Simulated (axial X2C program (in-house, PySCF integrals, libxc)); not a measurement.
**Potential curves of CaS, with spin–orbit coupling**

Computed with an in-house relativistic program for diatomic molecules. Two-component (2c) means X2C with spin–orbit coupling and atomic mean-field two-electron Coulomb terms, the Gaunt term switched off. Basis: Ca dyall-v3z [11s12p4d3f], S dyall-v3z [8s7p2d1f] (cores contracted in-house); Gaussian nuclei, density fitting, unrestricted open shells. Masses: Ca 39.963 u, S 31.972 u.

State: Ω = 0 (closed shell). Energies in eV from the fragments at the same level (Ca + S). Fits are polynomials in 1 − R0/R over 0.85 to 1.23 times the lowest point R0.

```
 R (Å)     PW91      PBE     PBE0
2.0288  -2.6620  -2.5928  -2.2900
2.1221  -3.2115  -3.1448  -2.8438
2.1921  -3.4549  -3.3903  -3.0855
2.2620  -3.5862  -3.5239  -3.2117
2.3320  -3.6299  -3.5700  -3.2476
2.4136  -3.5960  -3.5389  -3.2021
2.4952  -3.4943  -3.4402  -3.0871
2.6002  -3.2952  -3.2449  -2.8696
2.7284  -2.9892  -2.9435  -2.5412
2.9150  -2.4978  -2.4588  -2.0221
```

The state is a single determinant with fixed occupations, the lowest that a limited PBE0 search found. Closed shells are restricted here (equal orbitals for both partners); the stretched side of such a curve lies too high. De is counted from the lowest determinant-based energies of the atoms at the same level, without counterpoise correction. The 2c atoms are single determinants rather than J levels; their spin–orbit lowering is only partly caught, and De is too large by that part. This holds for PW91, PBE, PBE0. The functionals have no current-density term, which raises determinants with orbital currents, atoms included.

Task: What are Re, ωe and De at the PW91 level?

Result: At PW91, 2c: Re = 2.339 Å, ωe ≈ 455 cm⁻¹, De = 3.63 eV to Ca + S; Be follows as 0.173 cm⁻¹.

Task: Fit the PBE curve near its minimum: give the equilibrium distance, the harmonic wavenumber and the well depth.

Result: At PBE, 2c: Re = 2.342 Å, ωe ≈ 452 cm⁻¹, De = 3.57 eV to Ca + S; Be follows as 0.173 cm⁻¹.

Task: What are Re, ωe and De at the PBE0 level?

Result: At PBE0, 2c: Re = 2.330 Å, ωe ≈ 469 cm⁻¹, De = 3.25 eV to Ca + S; Be follows as 0.175 cm⁻¹.
